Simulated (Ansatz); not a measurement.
```xyz
9

B     0.699   -0.099   -1.506
C     0.235   -0.260   -0.090
C     0.138   -0.624    1.164
C    -0.835    0.353    0.793
F    -0.678    1.656    1.209
H     0.478   -0.953   -2.313
H     1.231    0.917   -1.834
H     0.621   -1.156    1.968
H    -1.888    0.165    0.608
```

Charge 0, multiplicity 1.

(1) List the r2SCAN/def2-TZVPP orbital energies in eV (Ansatz 0.2.0). (Best estimate.)

## Answers

(1) Computed: Occupied: -665.92, -275.93, -274.05, -273.84, -180.88, -31.50, -23.76, -16.06, -15.57, -13.99, -13.05, -11.61, -10.77, -10.09, -9.49, -8.57, -7.30, -7.23. Lowest empty: -2.57, -1.03, 1.90, 2.37, 2.62, 2.99, 3.13, 3.40.
